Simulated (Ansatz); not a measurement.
## HfHCl3O (SMILES Cl[Hf](Cl)(Cl)O): the energy to break a bond

HfHCl3O: 6 atoms, total charge 0, spin state singlet. SMILES: `Cl[Hf](Cl)(Cl)O`. Geometry: optimised at r2SCAN/def2-SVP.

```xyz
6

Cl    0.8840   -0.0955   -2.3515
Hf   -0.0232   -0.3570   -0.1982
Cl   -2.2792   -1.0013   -0.3487
Cl    1.1950   -1.9741    0.9969
O     0.0843    1.2951    0.7187
H     0.1390    2.1329    1.1828
```

Wanted: the dissociation energy of the H6–O5 bond into doublet H and doublet HfCl3O (shapes relaxed at r2SCAN/def2-SVP, no zero-point term). 1 Eh = 2625.50 kJ/mol = 27.2114 eV. Totals in Eh; open shells run unrestricted unless said.

```
                          level  program       HfHCl3O  doublet H  doublet HfCl3O
   HF/def2-SVP (core potential)   Ansatz  -1501.257412  -0.499278    -1500.596092
  PBE/def2-SVP (core potential)   Ansatz  -1503.645902  -0.498629    -1502.944933
B3LYP/def2-SVP (core potential)   Ansatz  -1504.328316  -0.501259    -1503.621645
```

Task: Work out the dissociation energy at each level.

Result: 
1. HF/def2-SVP (core potential): (-0.499278) + (-1500.596092) − (-1501.257412) = 0.162042 Eh = 425.4 kJ/mol = 4.41 eV.
2. PBE/def2-SVP (core potential): (-0.498629) + (-1502.944933) − (-1503.645902) = 0.202340 Eh = 531.2 kJ/mol = 5.51 eV.
3. B3LYP/def2-SVP (core potential): (-0.501259) + (-1503.621645) − (-1504.328316) = 0.205412 Eh = 539.3 kJ/mol = 5.59 eV.

The levels span 425 to 539 kJ/mol; no measured value is set beside them. Hartree–Fock lacks the correlation of the electrons that are unpaired, so it comes out low. A bond enthalpy at 298 K also holds the loss of zero-point energy and thermal terms.
